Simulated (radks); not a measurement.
Values are calculated unless marked as measured or tabulated.
Q: Successive ionisation energies (eV) of one element, from differences of total energies of ions in their ground configurations, starting at charge 22: 715.13, 747.81, 1304.2, 1381.0, 1459.4, 1539.3, 1620.8, 1703.7, 1802.2, 1888.8, 1977.0, 2066.5, 2310.2, 2390.2, 2470.9, 2552.0, 2705.1, 2789.3, 2961.6, 3037.3, 7021.0, 7246.5. Level of theory: Dirac Kohn-Sham, relativistic LDA (MacDonald-Vosko exchange, VWN5 correlation), spin-unpolarised, spherical densities, finite nucleus; open shells fill j = l - 1/2 first; Fermi nuclear charge, rms radius 4.7423 fm (a radial shooting solver on a logarithmic mesh with Libxc functionals). Which element is it?

A: Tellurium (Z = 52). The first species listed is Te22+ in [Ar] 3d10 4s2, the last Te43+ in [He] 2s2 2p5.
